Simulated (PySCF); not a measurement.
## Working out the ionisation energy of Pt⁺

Pt⁺ [Xe] 4f14 5d9 (2D) → Pt²⁺ [Xe] 4f14 5d8 (3F). Computed with PySCF 2.14 in aug-cc-pVTZ-PP with ECP60MDF, with a scalar-relativistic core potential. Frozen: 5s2 5p6. Energies in hartree (1 hartree = 27.21139 eV):

```
             part  Pt⁺ (lower)  Pt²⁺ (upper)
              UHF  -118.237756   -117.617549
MP2 opposite-spin    -0.180365     -0.132554
    MP2 same-spin    -0.092415     -0.071797
```

**Question.** What does Hartree-Fock give?

**Answer.** (-117.617549) − (-118.237756) = 0.620207 hartree = 16.877 eV.

**Question.** What do MP2 and SCS-MP2 (6/5 opposite-spin, 1/3 same-spin) give?

**Answer.** The opposite-spin parts differ by 1.301 eV and the same-spin parts by 0.561 eV. MP2: 16.877 + (1.301) + (0.561) = 18.739 eV. SCS-MP2: 16.877 + 1.2 × (1.301) + (0.561)/3 = 18.625 eV.

Reference: 18.56 ± 0.12 eV (measured; NIST Atomic Spectra Database, ionization energies), between the lowest levels; spin-orbit coupling is absent from the calculation.

What remains against the reference includes basis incompleteness, the frozen core and correlation beyond second order.
